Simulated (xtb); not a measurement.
InFCl2, SMILES [F][In]([Cl])[Cl]. All values are semi-empirical tight-binding results from xtb (GFN2-xTB unless named), good for trends rather than for accurate numbers. The structure is a stationary point at GFN2-xTB.

For metal compounds this method's bond lengths and energies can be far off.

Task: Estimate the properties. (An estimate is asked for; the answer gives what the named calculation found.)

Result: 
* **point group as xtb finds it**: C2v
* **orbital gap**: 2.96 eV
* **zero-point energy**: 1.7 kcal/mol
* **G − E(el) at 298.15 K (modified RRHO)**: -18.7 kcal/mol
